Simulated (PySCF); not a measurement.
C3H8N, SMILES CCN[CH2], multiplicity 2.

Geometry: B3LYP-D3(BJ)/def2-SVP. The isomer is the one that the SMILES or the coordinates give; other isomers of the formula were not compared. Other conformers were not sampled.

Calculation: PySCF with CAM-B3LYP/def2-TZVP.

Gas-phase values at a fixed geometry.

| Property | Value |
|---|---|
| total energy | -173.79288 hartree |
| α spin, highest occupied and lowest empty level | -5.61 and 1.92 eV |
| β spin, highest occupied and lowest empty level | -9.06 and 0.83 eV |
| dipole moment | 1.28 D |
| quadrupole, principal values (traceless, Buckingham form, about the centre of nuclear charge) | -4.33, -0.39, 4.72 D·Å |
| mean static polarisability | 48.3 bohr³ (7.16 Å³) |
| polarisability, principal values | 40.7, 44.2, 60.0 bohr³ |
| ⟨S²⟩ | 0.754 (pure state 0.75) |
